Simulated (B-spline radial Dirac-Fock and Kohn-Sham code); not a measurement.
**Total conversion coefficients of Te against transition energy**

Level of theory: a Dirac-Hartree-Slater potential of the neutral atom with a Latter tail (no hole, which puts coefficients of high multipoles low close above an edge), finite nucleus with surface currents; a radial finite-basis atomic code. Subshells within 1 keV of threshold and pair formation are left out.

```
energy (keV)        E1        E2        E4        E5        M1        M4
        10.2      18.3     33400  1.32e+09  1.73e+11      81.1  3.05e+09
        11.7      12.5     16700  5.14e+08  5.64e+10      53.8  1.07e+09
        15.2      6.03      4470  8.56e+07  7.02e+09      24.6  1.48e+08
          20      2.78      1130  1.31e+07  8.23e+08      10.8  1.92e+07
        30.5     0.839       139    728000  3.15e+07      3.09    899000
        31.1     0.793       126    637000  2.71e+07      2.92    783000
          34      3.75      93.8    346000  1.37e+07      15.8    418000
          50      1.35      20.9     25000    705000      5.08     32600
        54.7      1.05      15.0     13600    354000      3.91     18700
        58.6     0.873      11.7      8580    209000      3.20     12300
        96.5     0.218      1.94       331      4900     0.759       707
         100     0.197      1.71       265      3770     0.686       582
         118     0.124     0.952      95.4      1130     0.429       239
         193    0.0313     0.170      5.65      38.2     0.111      19.2
         200    0.0283     0.151      4.66      30.3     0.100      16.1
         230    0.0193    0.0935      2.24      12.5    0.0690      8.14
         286    0.0108    0.0453     0.754      3.39    0.0389      2.90
         290    0.0104    0.0433     0.706      3.13    0.0375      2.72
         368   0.00562    0.0203     0.235     0.846    0.0203     0.928
         500   0.00267   0.00820    0.0652     0.187   0.00945     0.252
         609   0.00170   0.00479    0.0310    0.0787   0.00585     0.114
         643   0.00151   0.00416    0.0255    0.0628   0.00514    0.0926
        1000  0.000616   0.00145   0.00616    0.0122   0.00184    0.0188
        1230  0.000421  0.000935   0.00344   0.00630   0.00116   0.00954
        1290  0.000387  0.000848   0.00303   0.00545   0.00104   0.00820
        1890  0.000204  0.000404   0.00117   0.00187  0.000460   0.00264
        2000  0.000187  0.000364   0.00103   0.00162  0.000409   0.00226
        2070  0.000177  0.000342  0.000949   0.00148  0.000381   0.00205
        2110  0.000172  0.000330  0.000909   0.00141  0.000367   0.00195
```

Q: How fast do they fall between 2000 and 2110 keV?

A: As powers of the energy: E1 E^-1.55, E2 E^-1.83, E4 E^-2.29, E5 E^-2.54, M1 E^-2.05, M4 E^-2.74. Within one type (E or M) the higher multipoles fall faster.

Values without a named source are computed, but for edge energies of neutral atoms, which are taken from tables.
